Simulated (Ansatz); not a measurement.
CH₇ClGeSi (`C[SiH](Cl)[GeH3]`), one more setting.

```yaml
crystal:
  periodic: [false, false, false]
  atoms:
    - {symbol: C, position_ang: [-0.136094, 1.696608, 0.688977]}
    - {symbol: Si, position_ang: [0.411796, -0.239907, 0.695513]}
    - {symbol: Cl, position_ang: [2.407662, -0.642264, 0.699880]}
    - {symbol: Ge, position_ang: [-0.686383, -1.166975, -1.244059]}
    - {symbol: H, position_ang: [0.453212, 2.132011, -0.154955]}
    - {symbol: H, position_ang: [0.568626, 1.887180, 1.545991]}
    - {symbol: H, position_ang: [-1.002440, 1.808251, 0.831395]}
    - {symbol: H, position_ang: [-0.035402, -0.827540, 2.013861]}
    - {symbol: H, position_ang: [-1.956020, -1.110082, -1.297929]}
    - {symbol: H, position_ang: [-0.094359, -0.673844, -2.503477]}
    - {symbol: H, position_ang: [-0.049367, -2.740271, -1.138109]}
basis:
  gaussian: {orbitals: def2-TZVP}
hamiltonian: {xc: {name: CAM-B3LYP}, dispersion: d3bj}
output: {forces: true}
```

```sh
$ ansatz run in.yaml --threads 4 --pin off --events-out ev --progress --plain --max-ram 10444MiB
```

It prints (some lines left out):

```
Functional definition: CAM-B3LYP
1401 factors; their error is unknown
375 factors; integrals over basis functions are off by at most 1.2e-5 eV
mean field evaluation 1: about -78067.1204 eV, gradient 5.1e1 eV
mean field evaluation 2: about -78067.0832 eV, gradient 4.8e1 eV
mean field evaluation 4: about -78072.3944 eV, gradient 1.6e0 eV
mean field evaluation 8: about -78072.3968 eV, gradient 1.2e-1 eV
mean field evaluation 16: about -78072.6456 eV, gradient 1.2e-4 eV
mean field -78072.64562603 eV, -2869.1168072167 hartree, gradient 2.7e-5 eV, S^2 0.000000; 0 other end points of the search recorded, 0 dependent functions left out
reference -78072.64577732 eV, -2869.1168127766 hartree; 38, 38 occupied and 157, 157 virtual orbitals, 1401 factors
Total energy: -78072.89314439 eV, -2869.1259033486 hartree
Atom 0 at    -0.136094     1.696608     0.688977 Å, force    16.305897    -3.892708    -1.310058 eV/Å
Atom 1 at     0.411796    -0.239907     0.695513 Å, force    -2.284515     1.199586    -0.163441 eV/Å
Atom 2 at     2.407662    -0.642264     0.699880 Å, force     0.390294     0.268425    -0.209575 eV/Å
Atom 3 at    -0.686383    -1.166975    -1.244059 Å, force     9.134227    -2.852454     1.656986 eV/Å
Atom 4 at     0.453212     2.132011    -0.154955 Å, force    -1.364037    -0.021980     0.356295 eV/Å
Atom 5 at     0.568626     1.887180     1.545991 Å, force    -1.265628     0.736155    -0.246325 eV/Å
Atom 6 at    -1.002440     1.808251     0.831395 Å, force   -12.259831     2.020601     1.779359 eV/Å
Atom 7 at    -0.035402    -0.827540     2.013861 Å, force    -0.005971     0.162009    -0.586386 eV/Å
Atom 8 at    -1.956020    -1.110082    -1.297929 Å, force    -8.044020     0.249767    -0.145490 eV/Å
Atom 9 at    -0.094359    -0.673844    -2.503477 Å, force     0.461031     0.564826    -0.851962 eV/Å
Atom 10 at    -0.049367    -2.740271    -1.138109 Å, force    -1.067448     1.565772    -0.279401 eV/Å
Dipole moment:    -0.293205     0.237152     0.008950 e Å
```

Run time 3.4 s (4 threads of an Arm Neoverse V2 on a shared host); peak host memory 0.71 GiB.
